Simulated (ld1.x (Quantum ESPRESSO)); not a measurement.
Which change was made? (In, TM)

* Element: In
* Generator: ld1.x (Quantum ESPRESSO) 7.5
* Type: norm-conserving Troullier–Martins (Kleinman–Bylander form)
* Functional: PBEsol
* Relativity: scalar-relativistic
* Frozen core: [Kr] 4d10
* Valence charge: 3
* Reference configuration: 5s2 5p1
* Partial waves: 5s (bound): rc 2.25 bohr; 5p (bound): rc 1.95 bohr
* Local potential: the p channel
* Core correction: Bessel-smoothed model core inside 1.80 bohr

Cutoffs, loose and tight: the cutoffs (Ry, on a coarse ladder) from which the occupation-weighted sum of valence levels, in a spherical-Bessel basis at the reference potential, stays within 10 and 1 mRy of its value at 400 Ry. They do not see the model core or the augmentation charge, which bear on the density cutoff. Test errors are all-electron minus pseudo excitation energies from the reference, over the configurations 5s2 5p0; 5s1 5p0; 5s2 5p0.5; 5s1 5p1; 5s2 5p1.3; 5s0 5p3; 5s1 5p2; variants that change the core or the reference have their own tests. The largest error is taken over the tests solved by every variant that gives reliable tests at all, those not shown here included: 5s1 5p0; 5s2 5p0; 5s2 5p0.5; 5s2 5p1.3.

The base gives: outcome: generated; cutoff, loose: 21 Ry; cutoff, tight: 30 Ry; bound ghosts: s; largest test error (meV): -240.

Question: After one change the result is: outcome: generated; cutoff, loose: 15 Ry; cutoff, tight: 25 Ry; bound ghosts: none; largest test error (meV): -161. Which change was it?
A. all radii but the core radius scaled by about 0.81 (s 1.82, p 1.58 bohr)
B. all radii but the core radius scaled by about 1.09 (s 2.44, p 2.12 bohr)
C. all radii but the core radius scaled by about 0.95 (s 2.14, p 1.86 bohr)
D. all radii but the core radius scaled by about 1.32 (s 2.98, p 2.58 bohr)

Answer: B. The others give: all radii but the core radius scaled by about 0.81 (s 1.82, p 1.58 bohr) → outcome: generated; cutoff, loose: 45 Ry; cutoff, tight: 120 Ry; bound ghosts: s; largest test error (meV): -236 | all radii but the core radius scaled by about 0.95 (s 2.14, p 1.86 bohr) → outcome: generated; cutoff, loose: 25 Ry; cutoff, tight: 35 Ry; bound ghosts: s; largest test error (meV): -235 | all radii but the core radius scaled by about 1.32 (s 2.98, p 2.58 bohr) → outcome: generated; cutoff, loose: 8 Ry; cutoff, tight: 18 Ry; bound ghosts: none; largest test error (meV): -234.
